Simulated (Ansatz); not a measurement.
**CH4F2OSi: structure from calculated spectroscopic constants**

These gas-phase data were calculated for one isomer of CH4F2OSi at r2SCAN-D4/def2-SVP (harmonic, unscaled wavenumbers; equilibrium rotational constants with average atomic masses):

| Item | Value |
| --- | --- |
| rotational constants | 3.888, 3.625, 3.553 GHz |
| all wavenumbers above 1500 cm⁻¹ | 3891, 3162, 3161, 3053 |
| dipole moment | 1.26 D (PBE0/def2-TZVPD) |

Candidates:

(1) `C[Si](O)(F)F`, a singlet
(2) `CO[SiH](F)F`, a singlet

Which candidate do the data belong to?

Candidate (1). The band at 3891 cm⁻¹ lies where the O–H stretch is expected; (2) has no mode between 3300 and 4000 cm⁻¹.

The same quantities for all candidates:

```
     rotational constants (GHz)  wavenumbers above 1500 cm⁻¹  dipole (D)  E above the lowest, r2SCAN-D4/def2-SVP (kcal/mol)
(1)         3.888, 3.625, 3.553       3891, 3162, 3161, 3053        1.26                                                0.0
(2)         5.639, 3.167, 2.554       3145, 3107, 3015, 2376        1.43                                               24.8
```

Each candidate is one conformer. Programs: Ansatz 0.2.0.
